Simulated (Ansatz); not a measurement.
Program: Ansatz 0.2.0.

Basis-set series for `[Cl][Ti]([Cl])([Br])[Br]`. The species carries charge 0 and has multiplicity 1. Geometry: relaxed with PBE0-D4/def2-TZVP.

| functional | basis | functions | energy (Eh) | HOMO (eV) | LUMO (eV) |
| --- | --- | --- | --- | --- | --- |
| PBE0-D4 | def2-SVP | 131 | -6916.33220 | -8.86 | -3.82 |
| PBE0-D4 | def2-QZVPP | 411 | -6917.53868 | -8.93 | -3.74 |
| ωB97M-V | def2-SVP | 131 | -6917.03380 | -10.91 | -1.70 |
| ωB97M-V | def2-QZVPP | 411 | -6918.22578 | -11.03 | -1.68 |

**Question.** Give the rows for def2-TZVPP. (Best estimate.)

**Answer.** The calculation gave: 
```json
{"functional": "PBE0-D4", "basis": "def2-TZVPP", "functions": "244", "energy (Eh)": "-6917.39010", "HOMO (eV)": "-8.92", "LUMO (eV)": "-3.73"}
{"functional": "ωB97M-V", "basis": "def2-TZVPP", "functions": "244", "energy (Eh)": "-6918.08367", "HOMO (eV)": "-11.02", "LUMO (eV)": "-1.66"}
```

Scalar relativity is left out up to krypton.
